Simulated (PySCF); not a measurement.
## Calculated data, CH$_{4}$Al

Computed with PySCF 2.14.0. Calculation on a computer-drawn molecule: vertical ionisation energy to the stated ion spin, frozen-core CCSD(T) at the basis limit and cheaper methods, single-reference cases, UHF for radicals, no spin-orbit; all values are single points at the evaluated structure, the first of each entry, which is the reference or a displaced copy of it and isn't optimised; the reference structure only sets the zero of the energies above reference; triples share is (T) over the correlation energy.

Common to all runs: charge 1; multiplicity 1; ion multiplicity 2; diffuse functions no; basis cc-pV(n+d)Z; reference is the Hartree-Fock double-zeta minimum; best is HF at quadruple zeta + MP2 correlation extrapolated from triple and quadruple zeta + CCSD(T) minus MP2 at triple zeta; basis step is the size of the change from the same recipe one zeta lower.

(1) CH$_{4}$Al

Evaluated structure:
```xyz
6
CH4Al
C     -1.7933     1.6448    -1.2501
Al    -1.2072     3.3291    -0.5368
H     -1.4393     0.8280    -0.6122
H     -2.8871     1.6286    -1.3157
H     -1.3682     1.5081    -2.2565
H     -0.7784     4.5666     0.0034
```

Reference structure:
```xyz
6
CH4Al
C     -1.7868     1.6506    -1.2525
Al    -1.2062     3.3312    -0.5319
H     -1.4517     0.8315    -0.6100
H     -2.8784     1.6273    -1.3159
H     -1.3707     1.5084    -2.2538
H     -0.7385     4.6849     0.0488
```

The calculation gives: ionisation energy best 17.72 eV; ionisation energy basis step 0.02925 eV; energy above reference best 4.001 kcal/mol; energy above reference basis step 0.0716 kcal/mol; ionisation energy Koopmans at triple zeta 17.87 eV; ionisation energy EOM CCSD at triple zeta 17.65 eV; total energy HF triple zeta -281.8638 hartree; total energy CCSD(T) triple zeta -282.1350 hartree; total energy best -282.1650 hartree; T1 diagnostic at triple zeta 0.009557; D1 diagnostic at triple zeta 0.01678; ion T1 diagnostic at triple zeta 0.0196; ion D1 diagnostic at triple zeta 0.06741; ion spin squared at triple zeta 0.78; triples share at triple zeta 0.03184; basis functions triple zeta 125.

Drawn bonds:
```csv
atom,other atom,order
1,2,1
1,3,1
1,4,1
1,5,1
2,6,1
```

Triple zeta:
```csv
method,ionisation energy (eV),energy above reference (kcal/mol)
HF,16.52,3.76
PBE,17.37,4.559
r2SCAN,17.37,4.114
B3LYP,17.51,3.921
wB97X,17.56,3.802
MP2,17.67,3.786
CCSD,17.55,3.979
CCSD(T),17.61,4.03
```

(2) CH$_{4}$Al

Evaluated structure:
```xyz
6
CH4Al
C     -1.7747     1.6206    -1.2690
Al    -1.1836     3.3208    -0.5609
H     -1.4626     0.8094    -0.6401
H     -2.8648     1.6404    -1.2673
H     -1.3212     1.5144    -2.2564
H     -0.7327     4.6659     0.0313
```

Reference structure:
```xyz
6
CH4Al
C     -1.7868     1.6506    -1.2525
Al    -1.2062     3.3312    -0.5319
H     -1.4517     0.8315    -0.6100
H     -2.8784     1.6273    -1.3159
H     -1.3707     1.5084    -2.2538
H     -0.7385     4.6849     0.0488
```

Results for CH$_{4}$Al: ionisation energy best 17.52 eV; ionisation energy basis step 0.02905 eV; energy above reference best 0.8602 kcal/mol; energy above reference basis step 0.06549 kcal/mol; ionisation energy Koopmans at triple zeta 17.64 eV; ionisation energy EOM CCSD at triple zeta 17.46 eV; total energy HF triple zeta -281.8686 hartree; total energy CCSD(T) triple zeta -282.1400 hartree; total energy best -282.1700 hartree; T1 diagnostic at triple zeta 0.009966; D1 diagnostic at triple zeta 0.01773; ion T1 diagnostic at triple zeta 0.02269; ion D1 diagnostic at triple zeta 0.07378; ion spin squared at triple zeta 0.8057; triples share at triple zeta 0.03208; basis functions triple zeta 125.

Drawn bonds:
```csv
atom,other atom,order
1,2,1
1,3,1
1,4,1
1,5,1
2,6,1
```

Triple zeta:
```csv
method,ionisation energy (eV),energy above reference (kcal/mol)
HF,16.33,0.758
PBE,17.17,0.9782
r2SCAN,17.17,0.9592
B3LYP,17.3,0.8352
wB97X,17.38,0.9414
MP2,17.5,0.8337
CCSD,17.35,0.8456
CCSD(T),17.41,0.8499
```

(3) CH$_{4}$Al

Evaluated structure:
```xyz
6
CH4Al
C     -1.6318     1.5771    -1.2842
Al    -1.1813     3.3640    -0.5080
H     -1.4414     0.7478    -0.5441
H     -2.9777     1.6029    -1.2181
H     -1.3192     1.5014    -2.3241
H     -0.8150     4.7466     0.0972
```

Reference structure:
```xyz
6
CH4Al
C     -1.7868     1.6506    -1.2525
Al    -1.2062     3.3312    -0.5319
H     -1.4517     0.8315    -0.6100
H     -2.8784     1.6273    -1.3159
H     -1.3707     1.5084    -2.2538
H     -0.7385     4.6849     0.0488
```

Results for CH$_{4}$Al: ionisation energy best 17.21 eV; ionisation energy basis step 0.02436 eV; energy above reference best 19.17 kcal/mol; energy above reference basis step 0.1467 kcal/mol; ionisation energy Koopmans at triple zeta 17.31 eV; ionisation energy EOM CCSD at triple zeta 17.14 eV; total energy HF triple zeta -281.8348 hartree; total energy CCSD(T) triple zeta -282.1114 hartree; total energy best -282.1408 hartree; T1 diagnostic at triple zeta 0.0113; D1 diagnostic at triple zeta 0.0204; ion T1 diagnostic at triple zeta 0.0215; ion D1 diagnostic at triple zeta 0.06719; ion spin squared at triple zeta 0.7939; triples share at triple zeta 0.03504; basis functions triple zeta 125.

Drawn bonds:
```csv
atom,other atom,order
1,2,1
1,3,1
1,4,1
1,5,1
2,6,1
```

Triple zeta:
```csv
method,ionisation energy (eV),energy above reference (kcal/mol)
HF,15.99,21.96
PBE,16.88,17.12
r2SCAN,16.86,19.2
B3LYP,17,19.09
wB97X,17.05,20.35
MP2,17.17,20.02
CCSD,17.03,19.41
CCSD(T),17.1,18.79
```

(4) CH$_{4}$Al

Evaluated structure:
```xyz
6
CH4Al
C     -1.8093     1.6249    -1.2386
Al    -1.1612     3.3554    -0.5483
H     -1.4799     0.8053    -0.5955
H     -2.8678     1.5805    -1.2389
H     -1.3153     1.5059    -2.2758
H     -0.7055     4.7062     0.1173
```

Reference structure:
```xyz
6
CH4Al
C     -1.7868     1.6506    -1.2525
Al    -1.2062     3.3312    -0.5319
H     -1.4517     0.8315    -0.6100
H     -2.8784     1.6273    -1.3159
H     -1.3707     1.5084    -2.2538
H     -0.7385     4.6849     0.0488
```

It finds ionisation energy best 17.42 eV; ionisation energy basis step 0.02698 eV; energy above reference best 3.449 kcal/mol; energy above reference basis step 0.118 kcal/mol; ionisation energy Koopmans at triple zeta 17.52 eV; ionisation energy EOM CCSD at triple zeta 17.35 eV; total energy HF triple zeta -281.8638 hartree; total energy CCSD(T) triple zeta -282.1361 hartree; total energy best -282.1659 hartree; T1 diagnostic at triple zeta 0.01035; D1 diagnostic at triple zeta 0.01835; ion T1 diagnostic at triple zeta 0.02355; ion D1 diagnostic at triple zeta 0.07364; ion spin squared at triple zeta 0.8157; triples share at triple zeta 0.03266; basis functions triple zeta 125.

Drawn bonds:
```csv
atom,other atom,order
1,2,1
1,3,1
1,4,1
1,5,1
2,6,1
```

Triple zeta:
```csv
method,ionisation energy (eV),energy above reference (kcal/mol)
HF,16.22,3.764
PBE,17.07,2.943
r2SCAN,17.06,3.551
B3LYP,17.2,3.373
wB97X,17.27,3.801
MP2,17.4,3.641
CCSD,17.25,3.409
CCSD(T),17.31,3.297
```

(5) CH$_{4}$Al

Evaluated structure:
```xyz
6
CH4Al
C     -1.8093     1.6249    -1.2386
Al    -1.1737     3.3221    -0.5616
H     -1.4799     0.8053    -0.5955
H     -2.8678     1.5805    -1.2389
H     -1.3153     1.5059    -2.2758
H     -0.7180     4.6729     0.1040
```

Reference structure:
```xyz
6
CH4Al
C     -1.7868     1.6506    -1.2525
Al    -1.2062     3.3312    -0.5319
H     -1.4517     0.8315    -0.6100
H     -2.8784     1.6273    -1.3159
H     -1.3707     1.5084    -2.2538
H     -0.7385     4.6849     0.0488
```

Results for CH$_{4}$Al: ionisation energy best 17.5 eV; ionisation energy basis step 0.02799 eV; energy above reference best 2.853 kcal/mol; energy above reference basis step 0.02402 kcal/mol; ionisation energy Koopmans at triple zeta 17.62 eV; ionisation energy EOM CCSD at triple zeta 17.43 eV; total energy HF triple zeta -281.8646 hartree; total energy CCSD(T) triple zeta -282.1369 hartree; total energy best -282.1669 hartree; T1 diagnostic at triple zeta 0.01021; D1 diagnostic at triple zeta 0.01849; ion T1 diagnostic at triple zeta 0.0242; ion D1 diagnostic at triple zeta 0.07756; ion spin squared at triple zeta 0.8175; triples share at triple zeta 0.03252; basis functions triple zeta 125.

Drawn bonds:
```csv
atom,other atom,order
1,2,1
1,3,1
1,4,1
1,5,1
2,6,1
```

Triple zeta:
```csv
method,ionisation energy (eV),energy above reference (kcal/mol)
HF,16.31,3.259
PBE,17.13,2.441
r2SCAN,17.13,2.856
B3LYP,17.26,2.822
wB97X,17.35,3.042
MP2,17.48,3.01
CCSD,17.33,2.878
CCSD(T),17.39,2.789
```
